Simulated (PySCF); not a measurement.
Spectrum to structure. The calculation used TDDFT PBE0/def2-SVPD, vertical, gas phase, core orbitals frozen in the response (PySCF). Geometries: GFN2-xTB, one conformer each.

```json
{"state": "S1", "λ (nm)": "343.5", "f": "0.0059"}
{"state": "S2", "λ (nm)": "302.8", "f": "0.0040"}
{"state": "S3", "λ (nm)": "245.9", "f": "0.0019"}
{"state": "S4", "λ (nm)": "220.8", "f": "0.190"}
{"state": "S5", "λ (nm)": "214.6", "f": "0.043"}
{"state": "S6", "λ (nm)": "187.7", "f": "0.112"}
```

Triplets computed (Tamm–Dancoff): 3.09, 3.49 eV.

Orbital energies (eV): HOMO-3 -11.01, HOMO-2 -8.54, HOMO-1 -8.15, HOMO -7.68, LUMO -2.29, LUMO+1 -1.09, LUMO+2 0.82.

Question: Which structure fits? All have the formula C5H6O2.
A. `C[C@H]1C=CC(=O)O1`
B. `C=CC(=O)CC=O`
C. `C=C[C@H]1OCC1=O`

Answer: B. Its S1, at 3.61 eV, is the lowest among the candidates; the nearest of the others has S1 at 4.25 eV. S1 is HOMO→LUMO (84%), HOMO-1→LUMO (12%). Löwdin shares by element: HOMO oxygen 62%, carbon 20% or more (atoms not listed hold the other 18%); LUMO carbon 53% or more, oxygen 19% or more (atoms not listed hold the other 29%). At the same level the other candidates give, for their lowest levels:
- `C[C@H]1C=CC(=O)O1`: 255 nm (f 0.000); 199 nm (f 0.209); 182 nm (f 0.106); 168 nm (f 0.004); 162 nm (f 0.022); T1 4.11 eV; HOMO -8.04, LUMO -1.42 eV
- `C=C[C@H]1OCC1=O`: 292 nm (f 0.003); 222 nm (f 0.004); 207 nm (f 0.012); 191 nm (f 0.136); 182 nm (f 0.012); T1 3.68 eV; HOMO -7.42, LUMO -1.22 eV

The values belong to the conformer `[CH2:1]=[CH:2][C:3](=[O:4])[CH2:5][CH:6]=[O:7]`: C1–C2–C3–O4 7°, C2–C3–C5–C6 -73°, C3–C5–C6–O7 88°.
